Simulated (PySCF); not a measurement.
Computed NMR parameters against published values

Atoms are numbered as in `[N:1]#[C:2][CH2:3][c:4]1[cH:5][cH:6][cH:7][cH:8][cH:9]1`. Hydrogens are named by the atom that carries them.

Published estimates (parent shift plus substituent increments) and measurements: δ 13C C5/C9 129.0; C7 127.8; C6/C8 127.7 ppm (estimated from measurements, as parent shift plus tabulated substituent increment; solution, not stated per compound (mostly CDCl3 or CCl4); Pretsch, Buehlmann, Badertscher, Structure Determination of Organic Compounds, 4th ed. (2009)).

- PBE0/pcSseg-1 with gauge-including orbitals
- geometry: PBE0-D3(BJ)/def2-SVP
- code: PySCF 2.14
- single conformer, non-relativistic, one averaged value for each set of equivalent atoms, no solvent

Question: What does the calculation give, and how does it compare?

Answer: 
Reference values: estimated from measurements, as parent shift plus tabulated substituent increment (solution, not stated per compound (mostly CDCl3 or CCl4); Pretsch, Buehlmann, Badertscher, Structure Determination of Organic Compounds, 4th ed. (2009)).
| atoms | quantity | reference | computed | computed, scaled |
| --- | --- | --- | --- | --- |
| C5/C9 | δ 13C | 129.0 | 135.3 | 130.2 |
| C7 | δ 13C | 127.8 | 134.2 | 129.0 |
| C6/C8 | δ 13C | 127.7 | 135.1 | 129.9 |

Computed shifts are σ(ref) − σ with the named reference compound (TMS for H and C) calculated as an isolated molecule at the same level. The measured values may be among those fitted. Shieldings were converted by linear fits to measured shifts (mostly CDCl3, TMS scale, for H and C): 13C (scatter 1.9 ppm rms, 2.3 ppm with the 23 outliers that the fit left out). A few per cent of atoms miss by over 2 rms, more outside the fitted compound classes.

Question: How far are the unscaled 13C shifts from the references?

Answer: Mean signed difference +6.70 ppm, mean absolute 6.70 ppm over 3 comparisons; the largest is +7.4 ppm at C6/C8 (aromatic CH).
